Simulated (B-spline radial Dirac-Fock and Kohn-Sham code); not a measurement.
**The L3-M45M45 Auger spectrum of Pr**

System: the Pr atom, [Xe] 4f3 6s2.

Input file task.json (cfg lists n, l and occupation; rrms is the nuclear radius in fm):

```json
{"items": [{
  "Z": 59,
  "q": 0,
  "cfg": [[1, 0, 2], [2, 0, 2], [2, 1, 6], [3, 0, 2], [3, 1, 6], [3, 2, 10], [4, 0, 2], [4, 1, 6], [4, 2, 10], [4, 3, 3], [5, 0, 2], [5, 1, 6], [6, 0, 2]],
  "A": 141,
  "rrms": 4.8919,
  "do": ["binding", "quiet", "double"]
}]}
```

Launch: `python xray_run.py task.json out`

The computed values come from a radial finite-basis atomic code: Dirac-Fock ΔSCF + Breit + QED. The two-hole levels come from diagonalising the Coulomb interaction among the jj configurations; intensities are independent-particle Coulomb rates. Kinetic energies are from the vacuum level. Correlation and solid-state effects are left out. Open outer shells are spectators and are not coupled to the holes.

```csv
kinetic energy (eV),J,leading jj holes (weight),leading LS term (weight),intensity (%)
3988.9,0,M4M4 (0.93),¹S0 (0.67),0.9
4007.6,2,M4M4 (0.95),³F2 (0.47),3.1
4020.4,4,M4M5 (0.97),¹G4 (0.92),52.3
4021.8,1,M4M5 (1.00),³P1 (1.00),0.6
4025.4,2,M4M5 (0.94),³P2 (0.52),4.9
4031.8,0,M5M5 (0.93),³P0 (0.67),1.1
4032.0,3,M4M5 (1.00),³F3 (1.00),7.7
4044.2,2,M5M5 (0.99),¹D2 (0.50),9.1
4050.7,4,M5M5 (0.97),³F4 (0.92),20.4
```

The strongest line, by its leading LS label ¹G4, lies at 4020.4 eV. The mean weight of the leading component is 0.96 in jj and 0.74 in LS coupling, so jj labels describe these levels better.
